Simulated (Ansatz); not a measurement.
One change: `O[SiH](Cl)[Si](O)(Cl)Cl` becomes `O[Si@@H](Cl)[Si@@H](O)Cl`.

Ansatz, PBE0-D4/def2-TZVP geometries, multiplicity 1. Each molecule was computed in one conformer, which needn't be the lowest.

```csv
property,`O[SiH](Cl)[Si](O)(Cl)Cl`
LUMO energy (PBE/def2-TZVPP) / eV,-1.53
HOMO energy (ωB97M-V/def2-TZVPP) / eV,-10.32
HOMO–LUMO gap (PBE0/def2-TZVPP) / eV,7.58
LUMO energy (PBE0/def2-TZVPP) / eV,-0.70
HOMO energy (B3LYP/def2-TZVPP) / eV,-8.08
size of the dipole moment (PBE/def2-TZVPP) / D,1.80
```

Q: Give the same properties after the change, and the shifts. (Estimate.)

A: The calculation gave: 
| property | `O[Si@@H](Cl)[Si@@H](O)Cl` | shift |
| --- | --- | --- |
| LUMO energy (PBE/def2-TZVPP) / eV | -1.72 | -0.19 |
| HOMO energy (ωB97M-V/def2-TZVPP) / eV | -10.06 | 0.26 |
| HOMO–LUMO gap (PBE0/def2-TZVPP) / eV | 7.12 | -0.46 |
| LUMO energy (PBE0/def2-TZVPP) / eV | -0.88 | -0.18 |
| HOMO energy (B3LYP/def2-TZVPP) / eV | -7.81 | 0.27 |
| size of the dipole moment (PBE/def2-TZVPP) / D | 2.37 | 0.57 |

With PBE0 the HOMO rises by 0.27 eV and the LUMO falls by 0.18 eV, so the gap narrows by about 0.45 eV. PBE moves the HOMO by 0.26 eV and ωB97M-V by 0.26 eV. Dipoles are sizes alone; their direction can turn.

B3LYP here is the variant with VWN-RPA as its local correlation; programs differ in this.
